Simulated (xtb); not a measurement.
CHCl$_{2}$, charge -1, singlet, geometry from GFN2-xTB. Base run: GFN2-xTB in xtb 6.7.1.

Geometry (Å):
```xyz
4

C     -0.1231    -0.0110     0.9051
Cl    -0.0014     1.4667    -0.1818
Cl    -0.0078    -1.4617    -0.2181
H      0.8950    -0.0190     1.3687
```
Charge -1, spin multiplicity 1.
All else is at xtb's defaults.
Base energy -11.91783 Eh.

The base run was repeated with changes; each row names its change, and settings that it needs were set with it.

```
change         ΔE vs base (kcal/mol)  HOMO-LUMO gap (eV)  SCF cycles
-------------  ---------------------  ------------------  ----------
base                           0.000                4.92          14
etemp = 10000                      ?                   ?          13
file = coord                   0.000                4.92          14
alpb = chcl3                  -51.43                4.92          13
etemp = 1000                   0.000                4.92          14
```

Task: What belongs in the gaps?

Result: 
- etemp = 10000, ΔE vs base (kcal/mol): -6.26
- etemp = 10000, HOMO-LUMO gap (eV): 4.89

ALPB and GBSA are two models with their own fitted parameters for each solvent, which aren't always the measured dielectric constant.
